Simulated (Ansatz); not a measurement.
Reaction (formal exchange of groups at the Al–C bond): `O/C(S)=[CH]/[AlH2]` + `N/C=C/C=O` → `N/[C]([AlH2])=C\C=O` + `C=C(O)S`

Gas-phase electronic energies from Ansatz, PBE0-D4/def2-TZVP geometries. CBS: MP2 limit from def2 TZ/QZ plus the TZ coupled-cluster correction, frozen cores. Double bonds are as drawn, so ΔE can hold a change between cis and trans. Each species was taken in one conformer, which may not be the lowest.

```json
{"level": "HF/def2-TZVPP", "ΔE (eV)": "0.47"}
{"level": "HF/def2-QZVPP", "ΔE (eV)": "0.47"}
```

What does CCSD(T)/CBS give? (Best estimate.)

Computed: +0.38 eV. The listed levels differ from it by 0.09, 0.09 eV.

Largest T1 diagnostic among the species: 0.016.

In def2-TZVPP, CCSD(T) changes the Hartree–Fock value by −0.09 eV (the triples alone add −0.01 eV) and MP2 by −0.04 eV.
